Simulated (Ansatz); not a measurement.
```yaml
crystal:
  periodic: [false, false, false]
  atoms:
    - {symbol: C, position_ang: [-0.322376, 1.184401, 0.572457]}
    - {symbol: N, position_ang: [-0.009627, 0.159638, -0.052570]}
    - {symbol: B, position_ang: [0.328905, -0.955803, -0.725503]}
    - {symbol: I, position_ang: [0.412925, -2.828007, 0.326096]}
    - {symbol: H, position_ang: [-1.365603, 1.501422, 0.660527]}
    - {symbol: H, position_ang: [0.433523, 1.806821, 1.060091]}
    - {symbol: H, position_ang: [0.583452, -0.936573, -1.886897]}
basis:
  gaussian: {orbitals: def2-SVP}
total_charge: 1
magnetization: {spin_polarized: true, initial_magnetization: 1}
hamiltonian: {xc: {name: wB97X-D}}
accuracy: high
```

```sh
$ ansatz run in.yaml --threads 2 --pin off --events-out ev --progress --plain --max-ram 4352MiB
```

Task: How does Ansatz answer? (Best estimate.)

Result: The calculation gave: The program refused the input.
```
Error: YAML parse error: error: line 15 column 19: hamiltonian.xc: no functional is named "wB97X-D"; the names, which are not case-sensitive, are SVWN5, SPW92, PBE, PBE0, PBEsol, revPBE, revPBE0, RPBE, rPW86-PBE, HSE06, wPBEh, LC-wPBE, HISS, HF, BLYP, B3LYP, B3LYP5, BHLYP, CAM-B3LYP, r2SCAN, r2SCANh, r2SCAN0, r2SCAN50, m-r2SCAN, B97, wB97, wB97X, wB97X-V, B97M-V, wB97M-V, B2PLYP, B2GP-PLYP, PBE0-DH, PBE-QIDH
13 | total_charge: 1
14 | magnetization: {spin_polarized: true, initial_magnetization: 1}
15 | hamiltonian: {xc: {name: wB97X-D}}
16 | accuracy: high
```

HSE06 is defined as in plane-wave codes.
